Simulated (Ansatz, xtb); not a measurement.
# C5H6BNSi: which of two isomers lies lower

We compare X, `N#CB1C=CC([SiH3])=C1`, a singlet, with Y, `N#CB1C=CC=C1[SiH3]`, a singlet. Both are isolated molecules in the gas phase, relaxed with B3LYP-D3(BJ)/def2-SVP.

**Question.** Estimate E(Y) − E(X) at the level CCSD(T)/def2-SVP + ΔMP2/def2-TZVPP.

**Answer.** Calculated at CCSD(T)/def2-SVP + ΔMP2/def2-TZVPP: E(Y) − E(X) = −2.1 kcal/mol, so structure Y lies lower.

The same difference at several levels:

| level | geometry | E(Y) − E(X) (kcal/mol) | departure from the last row (kcal/mol) | job, with rough time for the two |
| --- | --- | --- | --- | --- |
| GFN2-xTB | GFN2-xTB | −0.1 | +2.0 | optimisation, 0.31 s |
| HF/STO-3G | GFN2-xTB | +0.2 | +2.3 | single point, 0.54 s |
| r2SCAN-D4/def2-SVP | GFN2-xTB | −2.1 | 0.0 | single point, 6.1 s |
| B3LYP-D3(BJ)/def2-SVP | B3LYP-D3(BJ)/def2-SVP | −2.0 | 0.0 | optimisation, 78 s |
| HF/def2-SVP | B3LYP-D3(BJ)/def2-SVP | −2.4 | −0.4 | part of the CCSD(T) run |
| MP2/def2-SVP | B3LYP-D3(BJ)/def2-SVP | −2.2 | −0.1 | part of the CCSD(T) run |
| CCSD(T)/def2-SVP | B3LYP-D3(BJ)/def2-SVP | −2.0 | +0.1 | single point |
| CCSD(T)/def2-SVP + ΔMP2/def2-TZVPP | B3LYP-D3(BJ)/def2-SVP | −2.1 |  | single point, 2.1 min |

As drawn, both hold the same kinds of bond in the same numbers.

GFN2-xTB, HF/STO-3G find them nearly level. The largest departure from CCSD(T)/def2-SVP + ΔMP2/def2-TZVPP is that of HF/STO-3G, 2.3 kcal/mol. The last row adds to CCSD(T) the change of the MP2 difference between the two basis sets, here −0.1 kcal/mol.

With thermal terms from frequencies at re-optimised GFN2-xTB minima (ideal gas, soft modes damped towards free rotors, one conformer each, 298.15 K, 1 atm): on the last row, ΔE + ΔZPE = −2.1, ΔH = −2.1, ΔG = −2.2 kcal/mol.

The correlated steps freeze 12 core orbitals. Programs: Ansatz 0.2.0, xtb 6.7.1; the last row on 2 threads of Arm Neoverse V2 on a shared host.
